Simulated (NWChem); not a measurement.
How the cost of UM06-2X grows with the basis: SbH2

SbH2 has 3 atoms, charge 0, and is taken as a doublet. SMILES: `[SbH2]`. The shape is that of a PBE0-D4/def2-TZVP optimisation.

UM06-2X (core potential), energy, NWChem 7.3.0, on 1 thread of Intel Xeon 6975P-C (Granite Rapids), shared host. N is the number of basis functions, t the processor time.

```
     basis    N  t (s)   ln N   ln t
  def2-SVP   36    5.7  3.584  1.740
 def2-SVPD   48    7.4  3.871  2.001
def2-TZVPD   74     14  4.304  2.639
def2-QZVPD  154      ?  5.037      ?
```

Task: Fit t = C·Nᵖ to the known rows and estimate the time in def2-QZVPD.

Result: 
1. Means of the 3 rows: ln N = 3.91967, ln t = 2.1267.
2. Σ(Δln N)² = 0.26275, Σ(Δln N·Δln t) = 0.33281, so the slope is 0.33281/0.26275 = 1.2666.
3. Intercept: 2.1267 − (1.2666) × 3.91967 = -2.8380. The largest residual of the fit is 0.064.
4. ln t = -2.8380 + 1.2666 × 5.037, so t ≈ 35 s.

The run took 79 s, so the estimate is too short by a factor of about 2.3. The fitted power is 1.3, with the electron count fixed. So low a power shows that fixed costs still weigh. Fixed start-up costs flatten the line at the short runs, so it runs low for the long one.
